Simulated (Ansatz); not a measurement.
`[SiH3][O][Ge][O][SiH3]`. The species carries charge 0 and has multiplicity 1. Correlated methods include outer-core shells of Ge, which these sets cover unevenly. Scalar relativity is left out up to krypton.

```tsv
atom	x (Å)	y (Å)	z (Å)
Si1	0.415	0.801	2.164
O2	0.233	-0.167	0.852
Ge3	0.386	-1.893	0.390
O4	-0.068	-1.686	-1.313
Si5	-0.495	-0.379	-2.227
H6	0.849	0.007	3.348
H7	1.441	1.836	1.878
H8	-0.879	1.461	2.476
H9	0.602	0.622	-2.269
H10	-0.760	-0.867	-3.604
H11	-1.724	0.265	-1.695
```

**Question.** Give the diagnostics of a CCSD(T)/def2-TZVPP run (frozen core, the Gaussian-basis code of Ansatz). (Best estimate.)

**Answer.** Computed: T1 = 0.0144, largest single amplitude 0.038, largest double 0.077, (T) share of the correlation energy 3.6 %, 10 CCSD cycles. The RHF solution is stable towards an unrestricted one. T1 lies under the customary mark of 0.02 for closed shells.
